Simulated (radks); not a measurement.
Values are calculated unless marked as measured or tabulated.
The iron ion Fe6+, configuration [Ar] 3d2.

Level of theory: Dirac Kohn-Sham, BLYP, spin-unpolarised, spherical densities, finite nucleus; open shells are shared between the two j in proportion to 2j + 1; Fermi nuclear charge, rms radius 3.7377 fm (a radial shooting solver on a logarithmic mesh with Libxc functionals).

Energy parts (eV):
total: -34349.888
kinetic: 34838.727
electron-nucleus: -79907.832
Hartree: 12147.058
exchange-correlation: -1427.841

Orbitals (lengths in bohr, moments of r in powers of bohr; r(90%) holds 90 % of the orbital's charge):
| orbital | occ. | eigenvalue (eV) | r(90%) | small-component weight |
|---|---|---|---|---|
| 1s1/2 | 2 | -7114.881 | 0.104 | 8.75e-03 |
| 2s1/2 | 2 | -937.7366 | 0.413 | 1.61e-03 |
| 2p1/2 | 2 | -824.8709 | 0.383 | 1.59e-03 |
| 2p3/2 | 4 | -812.3890 | 0.387 | 1.57e-03 |
| 3s1/2 | 2 | -200.7308 | 1.14 | 3.88e-04 |
| 3p1/2 | 2 | -166.8846 | 1.20 | 3.56e-04 |
| 3p3/2 | 4 | -165.0818 | 1.21 | 3.51e-04 |
| 3d3/2 | 0.8 | -110.4543 | 1.32 | 2.78e-04 |
| 3d5/2 | 1.2 | -110.2081 | 1.32 | 2.77e-04 |

The highest occupied level is 3d5/2 at -110.21 eV. The electron density at the nucleus is 1.511e+04 e/bohr^3. For comparison, the ionisation energy in NIST's Atomic Spectra Database is 124.97 eV (measured). In exact Kohn-Sham theory the highest level is minus the ionisation energy, but local and semilocal functionals leave it too shallow, through self-interaction and a potential that decays too fast; potentials with the right tail come closer.

Beside tabulated values, note that spin-unpolarised runs miss the spin-polarisation part of the exchange energy of open shells.
